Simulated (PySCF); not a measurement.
**K2Cl2, singlet: structure and spectrum**

All numbers come from PBE0/[K def2-TZVP, Cl def2-TZVP], no relativity, density fitting, PySCF.

The structure is a minimum.

```xyz
4
charge 0 multiplicity 1, angstrom
K    -1.0892    0.0000    1.6288
K     1.0892    0.0000   -1.6288
Cl    1.7586    0.0000    1.1761
Cl   -1.7586    0.0000   -1.1761
```

| Quantity | Value |
| --- | --- |
| Point group | D2h |
| Bond lengths | K–Cl 2.884 Å (×4) |
| Bond angles | Cl–K–Cl 94.4° (×2), K–Cl–K 85.6° (×2) |
| Entropy at 298.15 K and 1 bar | 351.0 J/(mol K) |
| Lowest empty level | -0.71 eV |
| Zero-point energy | 5.7 kJ/mol |
| Principal polarisabilities | 47.8, 59.1, 64.1 bohr³ |
| Heat capacity Cp at 298.15 K | 80.6 J/(mol K) |
| Highest occupied level | -6.75 eV |
| Principal quadrupole moments (Buckingham, traceless) about the centre of mass | -47.38, -0.21, 47.59 D Å |
| Rotational constants | 0.05634, 0.05385, 0.02754 cm⁻¹ |
| Enthalpy at 298.15 K above 0 K | 19.92 kJ/mol |
| Atomisation energy without zero-point energy | 994 kJ/mol |
| Dipole moment | 0.00 D |
| Rotational symmetry number | 4 |

Harmonic modes (masses in u: K 38.964, Cl 34.969):
```csv
symmetry,ω (cm⁻¹),IR (km/mol)
b3u,72,54.6
ag,95,0.0
b3g,176,0.0
b2u,195,88.1
ag,203,0.0
b1u,205,87.9
```

In D2h the vibrations span b3u + 2ag + b3g + b2u + b1u. The ag, b3g modes carry no infrared intensity, as symmetry demands. With a centre of inversion only u modes can be infrared active and only g modes Raman active.

Charges (e):
```csv
atom,Mulliken,Löwdin,polar tensor,Mayer order to K1
K1,0.71,0.27,0.85,–
K2,0.71,0.27,0.85,-0.01
"Cl3,4",-0.71,-0.27,-0.85,0.28
```

Mulliken populations on K1: s 6.10, p 12.06, d 0.12.

Outer orbital energies (eV). occupied: -19.20, -19.13, -7.09, -7.08, -6.94, -6.82, -6.77, -6.75; empty: -0.71, -0.43, 0.94, 1.21.

Other isomers or separated fragments may lie lower.

The final relaxation and frequency run took 53 s on 2 threads of a shared Arm Neoverse V2 host, with 140 basis functions and 14 gradients; the process peaked at 1.3 GiB. Launch command: `OMP_NUM_THREADS=2 python axn.py task.json out`.
